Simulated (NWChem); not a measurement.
A calculation on H₂SSn

```xyz
4

Sn    -0.3986    -0.4725     0.0000
H      1.0023    -1.5864     0.0000
S      1.1697     1.4266     0.0000
H      0.2135     2.3866     0.0000
```
Charge 0, spin multiplicity 1.

Everything below was run with NWChem. The geometry was optimised at B3LYP/def2-SVP with def2 effective core potentials on Sn, a minimum by its harmonic frequencies. It is one conformer; others weren't searched.

Symmetry labels belong to the abelian group Cs used in the runs, with the axes of the coordinates shown.

Effective core potentials replace the inner electrons of Sn; spin-orbit coupling is left out. B3LYP has NWChem's definition, with VWN1-RPA local correlation. The structure started from a generated list of species.

**Question.** List the lowest 6 singlet excitations that TD-B3LYP/def2-SVPD with def2 effective core potentials on Sn, VWN1-RPA local correlation gives, with oscillator strengths.

**Answer.** 
```csv
state,symmetry,energy (eV),wavelength (nm),f
1,a",2.93,423,0.014
2,a',3.91,317,0.031
3,a",4.20,295,0.001
4,a',5.27,235,0.168
5,a",5.48,226,0.017
6,a',5.75,216,0.129
```
